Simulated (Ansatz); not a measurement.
A run for Ansatz (a first-principles code): U-CCSD(T)/def2-SVP on GeHI (SMILES [GeH][I]), a point of a bond scan (R = 1.601 Å). Elements past Kr take the def2 small-core potentials; no spin–orbit coupling. The run froze 23 orbitals, filled d shells among them.

Ansatz 0.2 input:
```yaml
crystal:
  periodic: [false, false, false]
  atoms:
    - {symbol: Ge, position_ang: [-0.91057453, -0.75513755, 1.05678619]}
    - {symbol: H, position_ang: [-1.93076599, -1.24044543, -0.07820337]}
    - {symbol: I, position_ang: [0.58621040, 0.47933673, -0.63658405]}
basis:
  gaussian:
    orbitals: def2-SVP
correlation: {method: ccsd_t, electrons: outside_noble_gas}
scf: {omitted_lower_state_checks: [cluster_reference]}
magnetization: {spin_polarized: true, initial_magnetization: 0}
```

Problem. Predict the final total energy.

Solution. -2372.5577 hartree (reference determinant -2372.3512, T1 diagnostic 0.028).
